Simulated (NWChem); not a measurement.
System: AgPH$_{3}$Br; SMILES [PH3]->[Ag][Br]

Input file for NWChem:

```
start job
memory heap 200 mb stack 900 mb global 1100 mb
geometry units angstroms noautosym nocenter noautoz
  Ag    -0.000323    -0.445318     0.000073
  Br     0.000934     1.967234    -0.000113
  P     -0.003232    -2.808015     0.000178
  H     -1.240223    -3.493633    -0.091779
  H      0.533557    -3.497186     1.116235
  H      0.692826    -3.497509    -1.023868
end
basis spherical
  * library def2-svp
end
ecp
  Ag library def2-ecp
end
dft
  xc b3lyp
  iterations 150
end
property
  response 1 0.0773
end
task dft property
```

Coordinates come from a PBE0/def2-SVP optimisation. def2 effective core potentials on Ag; no spin-orbit coupling.

Field at 589 nm.

**Question.** Predict the main results of this run. (B3LYP/def2-SVP with def2 effective core potentials on Ag.) Quantities: isotropic polarisability (bohr³); anisotropy (bohr³).

**Answer.** The isotropic polarisability (bohr³) is 72.9. The anisotropy (bohr³) comes out as 56.0.
